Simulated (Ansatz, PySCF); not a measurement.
Input for Ansatz (a program for electronic structure):
Ansatz 0.2 input:
```yaml
crystal:
  periodic: [false, false, false]
  atoms:
    - {symbol: B, position_ang: [0.00000000, 0.00000000, 0.00000000]}
basis:
  gaussian:
    orbitals: STO-3G
magnetization: {spin_polarized: true, initial_magnetization: 1}
correlation: {method: ccsd_t, electrons: outside_noble_gas}
accuracy: high
```

Task: Write the same job for PySCF.

Result: One answer among several that fit: 
```python
from pyscf import gto, scf, cc

mol = gto.Mole()
mol.atom = '''
    B     0.000000    0.000000    0.000000
'''
mol.basis = 'sto-3g'
mol.charge = 0
mol.spin = 1
mol.verbose = 4
mol.build()

mf = scf.UHF(mol)
mf.kernel()

mycc = cc.CCSD(mf, frozen=1)
mycc.kernel()
et = mycc.ccsd_t()
print('E(CCSD(T)) = %.10f' % (mycc.e_tot + et))
```

Both were run: Ansatz gave -24.188987 Eh and PySCF -24.188987 Eh, 0.000 mEh apart.
